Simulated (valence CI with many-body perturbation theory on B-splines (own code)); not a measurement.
The numbers below are computed, except where a source is named.
**Tb44+: what the settings do**

Method: valence CI with perturbative core correlation (CI+MBPT): three valence electrons over a frozen Dirac-Fock core [Ar], a basis of 6 s, 6 p, 5 d, 5 f, 1 g functions for each j, with the one-electron correlation potential Σ1, the two-electron term Σ2, the three-electron term Σ3, Breit, model QED; selected CI, second order for the rest, scaled by the run's own slope (own B-spline code, finite nucleus).

The last digits are not significant, and no measured levels were compared; by estimate large intervals hold to a few tenths of a per cent, small ones and those within an open d or f shell to about a per cent. Only levels of the ground parity were solved; by the run's estimate the other parity begins above the list, which can be wrong where configurations are misplaced.

The reference run has the lowest level (3d3/2^3) J=3/2 and an ionisation energy of 3573.56 eV. Its largest variational space holds 2196 state functions.

Levels are named by their leading jj configuration (3d3/2^4 stands for four electrons in 3d with j = 3/2), which in mixed levels can hold well under half, so a name can repeat and another be missing. Letters in brackets count levels of one name in rising energy.

Changed runs:
A. lowest core n in screening and Σ2 1 → 1
B. core polarisation of operators on → off
C. correlating orbitals by l 3 3 3 3 1 → 2 3 1 3 3; hole-hole ladder in Σ2 on → off
D. box radius (bohr) 2.5468 → 0.71 (bad on purpose)

Excitation energies of the reference run in cm⁻¹, and shifts in cm⁻¹:

```tsv
Level	Reference	A	B	C	D
(3d3/2^2 3d5/2) J=5/2 [a]	264088	0	0	-3451	+137
(3d3/2^2 3d5/2) J=3/2	310817	0	0	-1010	+77
(3d3/2^2 3d5/2) J=7/2	330441	0	0	-3780	+90
(3d3/2^2 3d5/2) J=9/2	335988	0	0	-5425	+64
(3d3/2^2 3d5/2) J=1/2	345793	0	0	+271	+51
(3d3/2^2 3d5/2) J=5/2 [b]	491034	0	0	+3315	+31
(3d3/2 3d5/2^2) J=7/2 [a]	591929	0	0	-4272	+204
(3d3/2 3d5/2^2) J=9/2	620160	0	0	-5682	+189
(3d3/2 3d5/2^2) J=3/2 [a]	655483	0	0	+805	+184
(3d3/2 3d5/2^2) J=1/2	675029	0	0	+1024	+118
(3d3/2 3d5/2^2) J=11/2	688149	0	0	-7193	+124
(3d3/2 3d5/2^2) J=5/2 [a]	695698	0	0	-141	+135
Ionisation energy (eV)	3573.56	0	0	-0.74	-0.26
```

No effect on these energies: A, B.
